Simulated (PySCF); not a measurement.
FeO4, SMILES [O]=[Fe]1(=[O])[O][O]1, multiplicity 1.

Coordinates come from a TPSSh-D3(BJ)/def2-SVP optimisation. The spin state was assumed, not searched.

These are M06-2X/def2-TZVP in PySCF values and carry that method's errors.

Isolated molecule, no solvent.

Computed frontier levels, gap, dipole moment and polarisability:
* **highest occupied level**: -10.50 eV
* **lowest empty level**: -4.46 eV
* **orbital gap**: 6.04 eV
* **dipole moment**: 0.27 D
* **quadrupole, principal values (traceless, Buckingham form, about the centre of nuclear charge)**: -2.01, -1.64, 3.66 D·Å
* **mean static polarisability**: 41.9 bohr³ (6.21 Å³)
* **polarisability, principal values**: 26.5, 45.9, 53.3 bohr³
